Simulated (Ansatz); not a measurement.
`C=C[SiH2]BC` + `BS` → `BSBC` + `C=C[SiH3]` at 600 K and 1 bar (cleavage of the B–Si bond).

Computed with Ansatz on PBE0-D4/def2-TZVP structures; ΔE is electronic, products minus reactants. CBS: MP2 limit from def2 TZ/QZ plus the TZ coupled-cluster correction, frozen cores. This one scheme is used for every species. One conformer a species, not always the lowest.

```
      species  CCSD(T)/CBS energy (Eh)  H − E (kJ/mol)  S (J/(mol·K))
`C=C[SiH2]BC`               -433.40345           356.7          487.3
         `BS`               -424.38198           108.7          286.1
       `BSBC`               -489.06011           244.3          406.5
  `C=C[SiH3]`               -368.76077           221.4          355.7
```

H − E and S are ideal-gas, rigid-rotor, harmonic terms from PBE0-D4/def2-TZVP, for one conformer and one mirror image of each species. 1 Eh = 2625.50 kJ/mol, R = 8.31446 J/(mol·K).

Question: By hand: ΔE, ΔH, ΔS and ΔG.

Answer: ΔE = (-489.06011) + (-368.76077) − (-433.40345) − (-424.38198) = -0.03545 Eh = -93.1 kJ/mol. Δ(H − E) = 244.3 + 221.4 − 356.7 − 108.7 = 0.3, so ΔH = -92.8 kJ/mol. ΔS = 406.5 + 355.7 − 487.3 − 286.1 = -11.2 J/(mol·K). ΔG = -92.8 − 600 × (-11.2)/1000 = -86.1 kJ/mol.

Question: By hand: the equilibrium constant, and the temperature at which ΔG would vanish if ΔH and ΔS stayed fixed.

Answer: log₁₀ K = −ΔG/(RT ln 10) = 7.5. ΔG = 0 at ΔH/ΔS = 8286 K, far beyond where these terms or the molecules hold.

The number of gas molecules stays the same, so ΔS is small and ΔH decides. A doubt of 5 kJ/mol in ΔE shifts log₁₀ K by 0.4 here. Other conformers and mirror images would add mixing entropy, several J/(mol·K) or more a flexible species. Modes under 60 cm⁻¹, often nearly free rotors, make the harmonic entropy too high. These are equilibria of isolated gas molecules and say nothing of rates. Largest T1 diagnostic: 0.015 (customary marks: 0.02 for closed shells, 0.045 for open ones).
